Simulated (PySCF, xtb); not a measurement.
C2H8N2OSi, SMILES C/C=N\[Si@H](N)O.

Coordinates come from a PBE0-D3(BJ)/def2-SVP optimisation. The structure was generated by enumeration; whether it is a known compound was not checked. The values are those of a single conformer.

Method: C-PCM-M06-2X/def2-SVP (PySCF).

The values are the electrostatic part of the solvation free energy, E(continuum) − E(gas) at the gas-phase geometry, in a cavity of scaled van der Waals radii (PySCF's table); cavitation and dispersion terms are not included. In vacuum the orbital gap is 8.69 eV. The dipole moment in vacuum is 1.72 D.

Estimate the values in water (ε = 78.36), dichloromethane (ε = 8.93), toluene (ε = 2.37). (The exact figures need the calculation; the answer reports its results.)


```
solvent              ε  ΔG(elec) (kcal/mol)  dipole (D)  gap (eV)
---------------  -----  -------------------  ----------  --------
water            78.36                 -8.3        2.15      8.79
dichloromethane   8.93                 -7.4        2.09      8.78
toluene           2.37                 -4.6        1.94      8.75
```

For comparison, GFN2-xTB/ALPB(water) (xtb, at the GFN2-xTB geometry, all terms of that model) gives -7.5 kcal/mol.
